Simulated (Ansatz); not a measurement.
SiB8⁺. The state is a doublet with charge 1. Geometry B3LYP-D4/def2-SVP, that of the neutral singlet; atoms count from 1.

```xyz
9

Si    1.8117    0.3116   -2.5357
B     0.6883    0.3154   -0.7331
B    -2.1759   -1.5293    1.7052
B     1.0307    1.6544    0.2656
B    -0.0544    0.6559    0.8432
B    -1.5010   -1.7716    0.3544
B    -0.4245   -0.8006   -0.2447
B     1.7977    1.5521   -1.0754
B    -1.1725   -0.3879    1.4204
```

Another isomer (singlet) lies 0.28 eV lower at PBE0-D4/def2-TZVP; other spin states weren't run for this one.

(1) Estimate the Mulliken populations from the PBE0/def2-TZVP orbitals of Ansatz.

(2) Where does the spin sit?

(3) And the Mayer bond orders between heavy atoms (over 0.3)?

Answers

(1) 
```json
{"atom": "Si1", "charge (e)": "0.32", "spin (α − β)": "0.09"}
{"atom": "B2", "charge (e)": "-0.10", "spin (α − β)": "0.18"}
{"atom": "B3", "charge (e)": "0.22", "spin (α − β)": "0.52"}
{"atom": "B4", "charge (e)": "0.11", "spin (α − β)": "0.25"}
{"atom": "B5", "charge (e)": "0.16", "spin (α − β)": "-0.03"}
{"atom": "B6", "charge (e)": "0.11", "spin (α − β)": "0.17"}
{"atom": "B7", "charge (e)": "0.11", "spin (α − β)": "-0.15"}
{"atom": "B8", "charge (e)": "0.09", "spin (α − β)": "-0.07"}
{"atom": "B9", "charge (e)": "-0.02", "spin (α − β)": "0.04"}
```
Mulliken values depend strongly on the basis.

(2) Summed by element: Si 0.09, B 0.91, of 1 unpaired in all. Largest on single atoms: B3 0.52, B4 0.25, B2 0.18.

(3) Si1–B2 0.67 (2.12 Å); Si1–B8 1.12 (1.92 Å); B2–B4 0.74 (1.71 Å); B2–B5 0.52 (1.78 Å); B2–B7 0.85 (1.65 Å); B2–B8 0.63 (1.70 Å); B3–B6 1.44 (1.53 Å); B3–B9 1.22 (1.55 Å); B4–B5 0.98 (1.58 Å); B4–B8 1.24 (1.55 Å); B5–B7 0.45 (1.86 Å); B5–B9 0.98 (1.63 Å); B6–B7 1.04 (1.57 Å); B6–B9 0.71 (1.78 Å); B7–B9 0.58 (1.87 Å).
